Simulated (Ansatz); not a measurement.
The cluster Tl₂H₂. Total charge 0; singlet. Geometry PBE0-D4/def2-TZVP, basis def2-TZVP, Ansatz.

Cartesian coordinates in Å:
```
Tl -1.4195 -0.7689 0.6011
Tl 1.4198 0.7682 -0.6011
H -0.2282 -0.4577 -1.1243
H 0.2280 0.4583 1.1243
```

| run | HOMO (eV) | LUMO (eV) |
| --- | --- | --- |
| A | -7.46 | -0.60 |
| B | -5.80 | -1.89 |
| C | -5.05 | -2.45 |
| D | -4.85 | -2.68 |
| E | -5.35 | -2.22 |
| F | -6.35 | -1.43 |

In the def2 sets Tl takes a core potential; there is no spin–orbit coupling. The structure comes from a short search, and lower isomers may exist.

Task: The runs used BHLYP, PBE, r2SCAN, r2SCAN0, r2SCANh, ωB97M-V. Estimate which is which.

Result: A ωB97M-V (range-separated); B r2SCAN0 (25 % exact exchange); C r2SCAN (0 % exact exchange); D PBE (0 % exact exchange); E r2SCANh (10 % exact exchange); F BHLYP (50 % exact exchange). Exact exchange lowers occupied and raises empty levels; among semilocal functionals meta-GGAs tend to open the gap a little, and such runs are hard to tell apart. The gap grows from 2.16 eV (PBE) to 6.86 eV (ωB97M-V).
